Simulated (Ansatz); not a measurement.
`[AlH2][CH2][GeH3]` + CH₃OH → `CO[CH2][AlH2]` + GeH₄  (substitution at a C–Ge bond)

Calculated with Ansatz (gas phase, PBE0-D4/def2-TZVP geometries, no zero-point term in ΔE). CBS: MP2 limit from def2 TZ/QZ plus the TZ coupled-cluster correction, frozen cores. This one scheme is used for every species. For Ge outer-core shells are correlated without core-valence functions, which leaves a few kJ/mol of doubt a bond. Scalar relativity is left out up to krypton. One conformer a species, not always the lowest.

```tsv
species	CCSD(T)/def2-TZVPP energy (Eh)
`[AlH2][CH2][GeH3]`	-2359.82243
CH₃OH	-115.55534
`CO[CH2][AlH2]`	-397.35482
GeH₄	-2077.98646
```

**Question.** Work out ΔE.

**Answer.** ΔE = (-397.35482) + (-2077.98646) − (-2359.82243) − (-115.55534) = 0.03649 Eh = +95.8 kJ/mol. CCSD(T)/CBS gives +99.4 kJ/mol.

Largest T1 diagnostic among the species: 0.012.

From BLYP to BHLYP (50 % exact exchange), in def2-TZVPP and without D4, ΔE moves by +7.1 kJ/mol. At CCSD(T), def2-SVP lies −23.8 kJ/mol from the extrapolated value and def2-TZVPP −3.6 kJ/mol.
